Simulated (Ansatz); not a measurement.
Isolated molecules relaxed with PBE0-D4/def2-TZVP in Ansatz; ΔE leaves out vibrations. CBS: MP2 limit from def2 TZ/QZ plus the TZ coupled-cluster correction, frozen cores. This one scheme is used for every species. Functionals use def2-TZVPP. Each species was taken in one conformer, which may not be the lowest.

Consider the cleavage of the Si–P bond: `P[SiH2]Cl` + `C=CNC` → `C=CN(C)[SiH2]Cl` + PH₃.

```
             level  ΔE (kcal/mol)  difference from CCSD(T)/CBS
           BLYP-D4          -12.2                          1.0
           PBE0-D4           -9.9                          3.3
        r2SCANh-D4          -11.2                          2.0
      CAM-B3LYP-D4          -13.6                         -0.4
            B2PLYP          -12.4                          0.8
               PBE           -7.7                          5.5
             BHLYP          -12.1                          1.1
           LC-ωPBE          -10.3                          2.9
RPA@PBE/def2-TZVPP          -14.3                         -1.1
      MP2/def2-SVP          -15.1                         -1.9
  CCSD(T)/def2-SVP          -14.3                         -1.1
    MP2/def2-TZVPP          -15.1                         -1.9
     HF/def2-QZVPP          -12.8                          0.4
SCS-MP2/def2-QZVPP          -14.5                         -1.3
      HF/CBS(def2)          -12.8                          0.4
     MP2/CBS(def2)          -14.2                         -1.0
       CCSD(T)/CBS          -13.2                            0
```

Largest T1 diagnostic among the species: 0.013.

From PBE to PBE0 (25 % exact exchange), in def2-TZVPP and without D4, ΔE moves by −1.0 kcal/mol. In def2-TZVPP, CCSD(T) changes the Hartree–Fock value by −1.4 kcal/mol (the triples alone add −0.2 kcal/mol) and MP2 by −2.4 kcal/mol. Leaving LDA and LC-ωPBE aside and taking each functional with its dispersion term where it has one, the values, not all of them listed here, spread over 4.5 kcal/mol, from CAM-B3LYP-D4 to PBE-D4. LDA lies −3.3 kcal/mol from PBE without D4.
